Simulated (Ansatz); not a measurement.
Li₄F₅⁻. The state is a singlet with charge -1. Geometry B3LYP-D4/def2-SVPD, basis def2-TZVPD, Ansatz.

Cartesian coordinates in Å:
```
Li -0.2000 -1.1610 -1.4519
Li 1.0189 1.3701 1.0206
Li -0.9354 0.9264 -0.2198
Li 0.1782 -0.8307 1.0354
F 1.0359 0.0778 2.2484
F -0.1267 -2.0807 -2.8397
F 0.8163 0.1686 -0.4801
F -1.3786 -0.8291 0.0684
F -0.4087 2.3587 0.6187
```

```
run  HOMO (eV)  LUMO (eV)
  A      -3.60       2.56
  B      -3.87       2.76
  C      -2.09       2.61
  D      -5.52       2.70
```

Another isomer (singlet) lies 1.01 eV lower at PBE0-D4/def2-TZVPD; other spin states weren't run for this one.

**Question.** The runs used BHLYP, PBE0, r2SCAN, r2SCAN0. Estimate which is which.

**Answer.** A PBE0 (25 % exact exchange); B r2SCAN0 (25 % exact exchange); C r2SCAN (0 % exact exchange); D BHLYP (50 % exact exchange). Exact exchange lowers occupied and raises empty levels; among semilocal functionals meta-GGAs tend to open the gap a little, and such runs are hard to tell apart. The gap grows from 4.69 eV (r2SCAN) to 8.22 eV (BHLYP).
